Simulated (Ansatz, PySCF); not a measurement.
Spin gap between two states, R1 and P1; the higher of the two is an excited state, each structure at its B3LYP-D3(BJ)/def2-TZVP stationary point, reached from a drawn start (curvature not checked).
R1, Cl2Ge (SMILES [Cl][Ge][Cl]) (charge 0, multiplicity 1):
```tsv
atom	x (Å)	y (Å)	z (Å)
Ge	0.0000	0.0000	-0.9404
Cl	1.6943	0.0000	0.4702
Cl	-1.6943	0.0000	0.4702
```
P1, Cl2Ge (SMILES [Cl][Ge][Cl]) (charge 0, multiplicity 3, Z-matrix in Å and degrees):
```
Ge
Cl 1 2.1829
Cl 1 2.1829 2 118.68
```

P less R. No zero-point or thermal terms; singlets are restricted closed shells; open shells are unrestricted; no spin–orbit coupling.

Cores are frozen in the correlated methods. In cc and def2 sets filled d and f shells under p-block atoms count as core. CBS: X⁻³ extrapolation of the correlation energy, Hartree–Fock from the larger set.

Codes used: Ansatz (an electronic-structure program); PySCF for the D3/D4 terms. All values are computed, each at the level named.

The comparison value is 2.635 eV (CCSD(T)/CBS(def2-TZVPP, def2-QZVPP)). It is a level with limits of its own, not the exact answer.

### Question
Order these levels by how close they come to the comparison value for the spin gap, closest first: PBE0-D3(BJ)/def2-TZVPP, revPBE-D3(BJ)/def2-TZVPP, PBE/def2-TZVPP, wB97M-V/def2-TZVPP, r2SCAN/def2-TZVPP. Give each level's value less the comparison value.

### Answer
PBE/def2-TZVPP (0.006 eV), revPBE-D3(BJ)/def2-TZVPP (-0.031 eV), PBE0-D3(BJ)/def2-TZVPP (-0.082 eV), wB97M-V/def2-TZVPP (0.118 eV), r2SCAN/def2-TZVPP (-0.158 eV)
